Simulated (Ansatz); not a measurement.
Single points on the cluster TaGe12.

```yaml
crystal:
  periodic: [false, false, false]
  atoms:
    - {symbol: Ta, position_ang: [0.147908, 0.962873, 0.245437]}
    - {symbol: Ge, position_ang: [1.170497, -1.519755, -0.008609]}
    - {symbol: Ge, position_ang: [0.671213, 1.750531, 2.773330]}
    - {symbol: Ge, position_ang: [-1.750454, 1.926409, 1.715091]}
    - {symbol: Ge, position_ang: [0.686573, -4.536386, -2.573909]}
    - {symbol: Ge, position_ang: [-0.442549, -3.373471, -0.642886]}
    - {symbol: Ge, position_ang: [-0.531045, -0.466998, -1.704963]}
    - {symbol: Ge, position_ang: [0.346089, -3.895081, -4.958055]}
    - {symbol: Ge, position_ang: [1.200445, -0.630092, 2.291505]}
    - {symbol: Ge, position_ang: [0.293911, 4.143789, 3.386967]}
    - {symbol: Ge, position_ang: [-0.289270, -2.294068, -3.270082]}
    - {symbol: Ge, position_ang: [0.370091, 3.534861, 0.763684]}
    - {symbol: Ge, position_ang: [-1.873409, 4.397408, 1.982491]}
basis:
  gaussian: {orbitals: def2-TZVP, fitting: {mean_field: def2-universal-jkfit}, initial_orbitals: start.molden}
magnetization: {spin_polarized: true, initial_magnetization: 1}
hamiltonian: {xc: r2scan, dispersion: d4}
scf: {omitted_lower_state_checks: [starts]}
output: {orbitals: {seedname: orbitals}}
```

The file start.molden holds the orbitals of an earlier run on this structure, at another level or in another basis.

```sh
$ ansatz run in.yaml --threads 2 --pin off --events-out ev --progress --plain --max-ram 22528MiB --backend cuda --devices 0, --max-vram 18GiB
```

It prints (some lines left out):

```
Functional definition: r2SCAN
3419 factors; integrals over basis functions are off by at most 2.3e-1 eV
mean field evaluation 1: about -679774.1038 eV, gradient 1.3e1 eV
mean field evaluation 2: about -679774.4042 eV, gradient 4.5e-1 eV
mean field evaluation 4: about -679774.4416 eV, gradient 7.5e-2 eV
mean field evaluation 8: about -679774.4417 eV, gradient 2.0e-5 eV
mean field -679774.44167532 eV, -24981.2499639022 hartree, gradient 2.0e-5 eV, S^2 0.793339; 0 other end points of the search recorded, 0 dependent functions left out
reference -679774.44169483 eV, -24981.2499646191 hartree; 199, 198 occupied and 417, 418 virtual orbitals, 3419 factors
Total energy: -679774.70242660 eV, -24981.2595463352 hartree
Checks for a lower state left out: starts
```

Hardware: 2 threads of AMD EPYC 7R13 on a shared host and a share (18 GiB) of an NVIDIA H100 80GB HBM3. Wall time 18 s, peak host memory 1.4 GiB.

As the first input, with `hamiltonian: {xc: pbe0, dispersion: d4}` (abridged; 21 s):

```
Functional definition: PBE0
mean field -679690.57075198 eV, -24978.1677643192 hartree, gradient 4.7e-6 eV, S^2 0.790043
Total energy: -679691.65070972 eV, -24978.2074520344 hartree
Checks for a lower state left out: starts
```

The first input with `hamiltonian: {xc: lda}` (abridged; 9.5 s):

```
Functional definition: SPW92
mean field -678747.65440092 eV, -24943.5162275495 hartree, gradient 2.0e-5 eV, S^2 0.754703
Total energy: -678747.65445014 eV, -24943.5162293583 hartree
Checks for a lower state left out: starts
```

As the first input, with `gaussian: {orbitals: def2-SVP, fitting: {mean_field: def2-universal-jkfit}, initial_orbitals: start.molden}`, `hamiltonian: {xc: pbe, dispersion: d4}` (abridged; 7.5 s):

```
Functional definition: PBE
mean field -679590.76213507 eV, -24974.4998653007 hartree, gradient 2.2e-5 eV, S^2 0.762863
Total energy: -679591.98051823 eV, -24974.5446400560 hartree
Checks for a lower state left out: starts
```

First input, but with `hamiltonian: {xc: pbe, dispersion: d4}`, `output: {forces: true, orbitals: {seedname: orbitals}}` (abridged; 14 s):

```
Functional definition: PBE
mean field -679676.58355456 eV, -24977.6537442951 hartree, gradient 1.9e-5 eV, S^2 0.763547
Total energy: -679677.80193709 eV, -24977.6985190272 hartree
Atom 0 force     0.005346    -0.106914     0.045864 eV/Å
Atom 1 force    -0.050134     0.053786     0.014154 eV/Å
Atom 2 force    -0.024680     0.010680    -0.072787 eV/Å
Atom 3 force     0.070483     0.063267    -0.013797 eV/Å
Atom 4 force    -0.022571     0.058377    -0.032019 eV/Å
Atom 5 force     0.016608     0.041181    -0.046376 eV/Å
Atom 6 force     0.039109     0.002072     0.042044 eV/Å
Atom 7 force    -0.008974     0.022158     0.073265 eV/Å
Atom 8 force    -0.016504     0.039154    -0.048433 eV/Å
Atom 9 force    -0.030754    -0.034968    -0.064317 eV/Å
Atom 10 force     0.025382    -0.043506     0.035447 eV/Å
Atom 11 force    -0.051149    -0.056736     0.054700 eV/Å
Atom 12 force     0.047837    -0.048550     0.012254 eV/Å
Dipole moment:     0.034854    -0.115038    -0.151933 e Å
Checks for a lower state left out: starts
```

First input, but with `gaussian: {orbitals: def2-SVP, initial_orbitals: start.molden}`, `correlation: {method: mp2}` and without the key `hamiltonian` (abridged; 27 s):

```
Functional definition: HF
mean field evaluation 16: about -679131.4751 eV, gradient 9.4e-6 eV
mean field -679131.47508637 eV, -24957.6213775768 hartree, gradient 3.4e-6 eV, S^2 2.079304
108 core orbitals not correlated: weight in the atoms' cores, before any rotation towards them, 1.000 or more for the frozen orbitals, at most 0.000 for the correlated occupied ones
second order -82.67035218 eV of doubles, -0.00000000 eV of singles
Total energy: -679214.14543855 eV, -24960.6594569836 hartree
Checks for a lower state left out: starts
```

The first input with `gaussian: {orbitals: def2-SVP, fitting: {mean_field: def2-universal-jkfit}, initial_orbitals: start.molden}`, `hamiltonian: {xc: pbe0, dispersion: d4}` (abridged; 15 s):

```
Functional definition: PBE0
mean field -679604.78796378 eV, -24975.0153049987 hartree, gradient 6.6e-6 eV, S^2 0.789042
Total energy: -679605.86792248 eV, -24975.0549927487 hartree
Checks for a lower state left out: starts
```

Geometry: PBE-D4/def2-SVP.

In the def2 sets Ta takes a core potential; there is no spin–orbit coupling. Correlated methods freeze 108 core orbitals; core or outer-core shells of Ta, Ge are correlated, in sets that lack core-valence functions. Single mean-field runs in def2-SVP, def2-TZVP are fitted with def2-universal-jkfit. At MP2/def2-SVP the charge 0 doublet is spin-contaminated (final ⟨S²⟩ up to 2.08, 0.75 for a pure state). Another isomer (doublet) lies 2.49 eV lower at PBE0-D4/def2-TZVP; other spin states weren't run for this one.
